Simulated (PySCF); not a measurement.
H2ISi, SMILES [SiH2]I, multiplicity 2. Geometry: B3LYP-D3(BJ)/def2-TZVP. The isomer is the one that the SMILES or the coordinates give; other isomers of the formula were not compared. The def2 effective core potentials stand for the cores of I; spin–orbit coupling is left out.

Computed equilibrium geometry at B3LYP-D3(BJ)/def2-TZVP (PySCF confirms it by a frequency run) as Cartesian coordinates in Å, and its point group:
point group Cs.
```xyz
4

Si    -1.8689     0.1005     0.0000
I      0.5832    -0.0045     0.0000
H     -2.3726    -0.5834    -1.2185
H     -2.3726    -0.5834     1.2185
```
Charge 0, spin multiplicity 2.
